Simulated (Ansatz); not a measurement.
Reaction (substitution at a C–Cl bond): `[SiH3][SiH2]CCl` + H₂Te → `[SiH3][SiH2]C[TeH]` + HCl

Program: Ansatz. Geometries: PBE0-D4/def2-TZVP. ΔE: electronic, gas phase. CCSD(T)/CBS is the MP2 limit (def2-TZVPP, def2-QZVPP) plus CCSD(T) − MP2 in def2-TZVPP, frozen cores. This one scheme is used for every species. DFT in def2-TZVPP. def2 core potentials past Kr. For Te outer-core shells are correlated without core-valence functions, which leaves a few kJ/mol of doubt a bond. One conformer a species, not always the lowest.

```
        level  ΔE (eV)
      ωB97M-V    -0.42
       B2PLYP    -0.39
       r2SCAN    -0.39
MP2/CBS(def2)    -0.62
```

Question: What does CCSD(T)/CBS give? (An estimate is asked.)

Answer: Computed: -0.53 eV. The listed levels differ from it by 0.11, 0.14, 0.14, -0.09 eV.

Largest T1 diagnostic among the species: 0.012.

The D4 term adds −0.12 eV with B3LYP and −0.07 eV with PBE0; it sums over pairs of atoms, weighted by their polarisabilities, and B3LYP, whose exchange is more repulsive, gets the larger term. In def2-TZVPP, CCSD(T) changes the Hartree–Fock value by −0.24 eV (the triples alone add −0.03 eV) and MP2 by −0.33 eV.

B3LYP here is the variant with VWN-RPA as its local correlation; programs differ in this.
